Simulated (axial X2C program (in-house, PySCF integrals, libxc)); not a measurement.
# Photoelectron levels of CaI⁻ by EOM-IP-CCSD

Calculated with an axial X2C code built on PySCF integrals: two-component X2C with atomic mean-field Coulomb and Gaunt terms, Gaussian nuclei, basis I dyall-acv3z, Ca dyall-acv3z with contracted cores.

R = 3.008 Å (near the PBE0 minimum at charge -1 of the determinant lowest at the starting distance; the state shown can have its own minimum elsewhere).

Vertical detachment energies of CaI⁻ to the states of CaI:

```
Ω of CaI  vertical detachment energy (eV)  above lowest (cm⁻¹)        ionised spinor  one-hole weight
     1/2                            1.515                    0  70% Ca sσ, 18% Ca pσ             0.95
     3/2                            4.970                27871              88% I pπ             0.91
     1/2                            5.282                30387    58% I pπ, 28% I pσ             0.91
```

**Question.** What is the splitting of the first π pair in the table, and is it regular or inverted?

**Answer.** E(3/2) − E(1/2) = 27871 − 30387 = -2516 cm⁻¹ at EOM-IP-CCSD: inverted, Ω = 3/2 lower. Splittings at this level can be off by ten to twenty per cent.

This point took 12 s on 1 thread of Arm Neoverse V2 (shared host).

Reference electrons by ω block (each with its −ω partner): 1/2: 25, 3/2: 10, 5/2: 2. 18 electrons of CaI⁻ correlated (inner shells frozen), 84 natural virtual spinors (a truncated set); levels can be off by some tenths of an eV. Roots sought by Ω: (1/2: 4, 3/2: 3, 5/2: 1); the list ends where they run out and leaves out roots under 60 % one-particle weight. The solver can skip a root, and states that need a further excitation, which the method places far too high, are missing though they may lie low or lowest. T1 of the reference 0.017 (Lee–Taylor). Number of frozen shells: I 4 s, 3 p, 2 d; Ca 2 s, 1 p. Large amplitudes in the reference (orbital relaxation or multireference character) lower the reliability.
